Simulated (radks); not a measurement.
Excited configurations of neutral samarium: one electron is placed in a higher orbital outside [Xe] 4f6 6s1. The ground configuration is [Xe] 4f6 6s2. All-electron calculation, Dirac Kohn-Sham, BLYP, spin-unpolarised, spherical densities, point nucleus; open shells fill j = l - 1/2 first. Program: a radial shooting solver on a logarithmic mesh with Libxc functionals. Excitation = E - E(ground); binding = E(ion) - E, where the ion is the core of charge +1; n* = 1/sqrt(2 binding) in atomic units, and the quantum defect is n - n*.

outer orbital  excitation (eV)  binding (eV)     n*  quantum defect  eigenvalue (eV)
5d3/2                    1.947         3.935  1.860           3.140           -1.065
6p1/2                    2.340         3.542  1.960           4.040           -1.684
6d3/2                    4.502         1.380  3.140           2.860           -0.570
7s1/2                    3.872         2.010  2.602           4.398           -1.121
7f5/2                    5.366         0.516  5.133           1.867           -0.302

The Delta-SCF ionisation energy is 5.882 eV (NIST Atomic Spectra Database: 5.644 eV, measured). Self-interaction in the functional shifts the binding energies and quantum defects, so they are the method's values and not measured ones. Spin polarisation and multiplet splitting are left out, so open shells lie too high by an amount that depends on their filling.

Beside tabulated values, note that spin-unpolarised runs miss the spin-polarisation part of the exchange energy of open shells.
